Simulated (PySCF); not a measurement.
## Zinc: a sound run and one with changed settings

Sound run: Zn⁺ [Ar] 3d10 4s1, Zn²⁺ [Ar] 3d10. Calculation: PySCF 2.14, in pcseg-2 (6s4p3d2f1g, 56 functions); the non-relativistic Hamiltonian (point nucleus). In the sound run the correlated levels freeze [Ar]. The sound run starts from symmetry-adapted Hartree-Fock orbitals and uses a fine grid where one is needed.

Changed run: all electrons correlated in a basis built for the valence shell.

| species | method | sound run (hartree) | changed run (hartree) | converged |
| --- | --- | --- | --- | --- |
| Zn⁺ | MP2 | -1777.91817 | -1778.18486 | yes |
| Zn²⁺ | MP2 | -1777.27497 | -1777.53847 | yes |

Ionisation energy of Zn⁺:

```tsv
method	sound run (eV)	changed run (eV)
UHF	16.576	16.576
MP2	17.502	17.589
SCS-MP2	17.353	17.411
```

A valence basis has no tight correlating functions, so it recovers only part of the core correlation, and not evenly between atom and ion.

For comparison, NIST gives 17.964 eV between the lowest levels.
